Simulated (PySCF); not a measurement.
Compound: C5H3OPS.
Cartesian coordinates in Å at the GFN2-xTB level; atoms count from 1:
```
atom  x, y, z in Å
O1     3.6223   -1.4367   -0.6172
C2     2.9843   -0.5261   -0.2876
P3     2.2578    0.8686    0.2066
C4     0.5421    0.3063    0.0818
C5    -0.5365    1.0916    0.3840
C6    -1.7648    0.4239    0.2035
C7    -1.6107   -0.8528   -0.2298
S8     0.0433   -1.2788   -0.4306
H9    -0.4445    2.1088    0.7212
H10   -2.7213    0.8787    0.3890
H11   -2.3665   -1.5808   -0.4470
```

The calculation used TDDFT B3LYP/def2-SVPD, vertical, gas phase, core orbitals frozen in the response in PySCF 2.14.0, density-fitted response routines.

Ground-to-excited transition dipoles (e·a0, same axes as the geometry; the sign carries no meaning), for the states with f of 0.002 or more among the lowest 8:

```
state  E (eV)      μx      μy      μz
   S2   4.131  -1.180  -0.012   0.040
   S5   5.036  -0.407  -0.259  -0.067
   S6   5.038   0.187   0.114   0.041
   S7   5.292  -0.269   0.357   0.129
   S8   5.434   0.013  -0.090   0.267
```

(1) Work out the oscillator strengths.

(2) What is the point group, and which symmetry does each of these states have?

(3) What angle do the transition dipoles of S5 and S7 make?

(4) How is the summed strength of these states shared among x, y and z?

(5) What peak molar absorption coefficient would the strongest computed level give as a lone Gaussian band 0.5 eV wide at half height?

## Answers

(1) f = (2/3) ΔE |μ|² with ΔE in hartree (27.2114 eV).

```
state  |μ|² (au)  |μ| (D)      f
   S2      1.393     3.00  0.141
   S5      0.238     1.24  0.029
   S6      0.050     0.57  0.006
   S7      0.217     1.18  0.028
   S8      0.080     0.72  0.011
```

(2) Cs. The ground state is totally symmetric, so the direction of μ fixes the label. Polarised normal to the mirror plane, so A″: S8. Polarised in the mirror plane, so A′: S2, S5, S6 and S7.

(3) |cos θ| = |μa·μb| / (|μa| |μb|) = 0.04, so θ ≈ 88° (taken between 0 and 90°, since the signs are arbitrary).

(4) (2/3) Σ ΔE μα² gives 0.175 for x, 0.028 for y and 0.013 for z, 0.215 in all.

(5) ε(max) = 2.175×10⁸ f / FWHM, with the width in cm⁻¹. S2: 2.175×10⁸ × 0.1410 / 4033 ≈ 7600 L mol⁻¹ cm⁻¹.

Hardware: one thread, Arm Neoverse V1, on a shared host. Cost: 29 s.

One conformer stands for the species.
